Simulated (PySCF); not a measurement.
**Sn²⁺: excitation energy**

Sn²⁺ [Kr] 4d10 5s2 (1S) → Sn²⁺ [Kr] 4d10 5s1 6s1 (3S), as a difference of total energies. Calculation: PySCF 2.14, in x2c-TZVPPall with one added diffuse shell each of s, p, d, f type (9s7p5d3f, 76 functions); scalar relativity by spin-free X2C-1e. Correlated levels: valence: [Kr] 4d10 frozen; valence and next inner shell: [Ar] 3d10 frozen. The calculations carry no spin-orbit coupling.

```json
{"method": "UHF", "excitation energy (eV)": "15.781"}
{"method": "LDA", "excitation energy (eV)": "17.654"}
{"method": "PBE", "excitation energy (eV)": "17.211"}
{"method": "PBE0", "excitation energy (eV)": "16.997"}
{"method": "r2SCAN", "excitation energy (eV)": "17.104"}
{"method": "B2PLYP", "excitation energy (eV)": "17.050"}
{"method": "BLYP", "excitation energy (eV)": "17.532"}
{"method": "wB97X-V", "excitation energy (eV)": "17.146"}
{"method": "BHandHLYP", "excitation energy (eV)": "17.150"}
{"method": "MP2 (valence)", "excitation energy (eV)": "16.342"}
{"method": "SCS-MP2 (valence)", "excitation energy (eV)": "16.548"}
{"method": "MP2 (valence and next inner shell)", "excitation energy (eV)": "17.298"}
{"method": "SCS-MP2 (valence and next inner shell)", "excitation energy (eV)": "17.342"}
```

**Question.** How much does correlation contribute at MP2 (valence and next inner shell)?

**Answer.** 17.298 − (15.781) = 1.517 eV, measured against UHF.

The promoted electron is Rydberg-like, and one or two diffuse shells describe it only roughly, which tends to raise the upper state.
